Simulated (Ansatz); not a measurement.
Reaction (ligand exchange at a Zr–C bond): `[F][Zr]([F])([F])[c]1ccccc1` + HBr → `[F][Zr]([F])([F])[Br]` + `c1ccccc1`

Calculated with Ansatz (gas phase, PBE0-D4/def2-TZVP geometries, no zero-point term in ΔE). CCSD(T)/CBS is the MP2 limit (def2-TZVPP, def2-QZVPP) plus CCSD(T) − MP2 in def2-TZVPP, frozen cores. DFT in def2-TZVPP. Elements past krypton have def2 core potentials. For Br, Zr outer-core shells are correlated without core-valence functions, which leaves a few kJ/mol of doubt a bond. Scalar relativity is left out up to krypton. Each species was taken in one conformer, which may not be the lowest.

```csv
species,B97M-V energy (Eh)
`[F][Zr]([F])([F])[c]1ccccc1`,-578.63946
HBr,-2574.29483
`[F][Zr]([F])([F])[Br]`,-2920.66525
`c1ccccc1`,-232.34673
```

(1) Work out ΔE.

Largest T1 diagnostic among the species: 0.016.

Answers

(1) ΔE = (-2920.66525) + (-232.34673) − (-578.63946) − (-2574.29483) = -0.07769 Eh = -48.8 kcal/mol. CCSD(T)/CBS gives -46.9 kcal/mol.

In def2-TZVPP, CCSD(T) changes the Hartree–Fock value by +6.9 kcal/mol (the triples alone add +0.7 kcal/mol) and MP2 by +6.4 kcal/mol. At CCSD(T), def2-SVP lies +3.2 kcal/mol from the extrapolated value and def2-TZVPP +1.0 kcal/mol.
